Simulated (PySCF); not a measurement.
# Field gradients at the hydrogen positions

Compound: C4H4F3NO.
SMILES with atom numbers: `[N:1]#[C:2][CH2:3][C@H:4]([OH:5])[C:6]([F:7])([F:8])[F:9]` (hydrogens: H10, H11 on C3; H12 on C4; H13 on O5)

Geometry (GFN2-xTB, Å), atoms numbered from 1 in this order:
```
atom  x, y, z in Å
N1    -2.4249    0.3618    1.8215
C2    -1.8683    0.0900    0.8628
C3    -1.1774   -0.2431   -0.3581
C4     0.2176    0.3914   -0.4303
O5     0.7097    0.1774   -1.7195
C6     1.1583   -0.2379    0.6144
F7     1.1519   -1.5732    0.5881
F8     0.8628    0.1387    1.8602
F9     2.4274    0.1464    0.3797
H10   -1.0900   -1.3297   -0.4463
H11   -1.7559    0.1246   -1.2098
H12    0.1633    1.4666   -0.1858
H13    1.6212    0.4875   -1.7947
```

Level: PBE0/pcSseg-1 (PySCF, non-relativistic); Q(2H) = 0.00286 b; rigid geometry, the same for H and D, with no vibrational averaging.

Question: Rank these positions by the coupling χzz of a deuteron there, largest first.
A. H10 (methylene hydrogen)
B. H13 (hydroxyl hydrogen)
C. H12 (methine hydrogen)

Answer: B (304 kHz), A (196 kHz), C (178 kHz).

Q: Give the electric field gradient Vzz (the principal value of largest size), its asymmetry and the 2H coupling at each hydrogen.

A: 
```csv
atom,bonded to,bond length (Å),Vzz (au),η,χzz (kHz)
H10,C3,1.094,0.2911,0.03,196
H11,C3,1.093,0.2944,0.03,198
H12,C4,1.104,0.2650,0.02,178
H13,O5,0.966,0.4517,0.15,304
```

Q: Average by the element that carries the hydrogen.

A: on C: 191 kHz over 3 positions, mean bond length 1.097 Å; on O: 304 kHz over 1 position, mean bond length 0.966 Å.

One conformer (not necessarily the lowest) at the GFN2-xTB geometry, without solvent, vibrations or thermal averaging. GFN2-xTB bond lengths can be off by several hundredths of an ångström, more for odd bonds, and the gradients follow them. A larger basis could move these couplings by a tenth or more.
